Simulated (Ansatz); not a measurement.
Mulliken charges of F2GaI (`[F][Ga]([F])[I]`) from r2SCAN/def2-TZVPP in Ansatz (PBE0-D4/def2-TZVP geometry).

| atom | x (Å) | y (Å) | z (Å) | charge (e) |
| --- | --- | --- | --- | --- |
| F1 | -0.744 | -0.500 | 1.570 | -0.342 |
| Ga2 | 0.076 | -0.088 | 0.098 | 0.805 |
| F3 | 1.717 | -0.641 | 0.000 | -0.342 |
| I4 | -0.993 | 1.168 | -1.688 | -0.121 |

Problem. By hand: the dipole of these point charges (1 e Å = 4.8032 D).

Solution. Σ q r = (-0.151, 0.178, -0.254) e Å, of length 0.345 e Å = 1.66 D.

Problem. How does the dipole of the full density compare? (An estimate is asked.)

Solution. Ansatz gave: (-0.185, 0.218, -0.310) e Å, 2.03 D; the point charges give 0.82 times that, at 0° from its direction.

Point charges leave out the atoms' own dipoles, such as those of lone pairs, and Mulliken's split depends on the basis, so the two needn't agree.
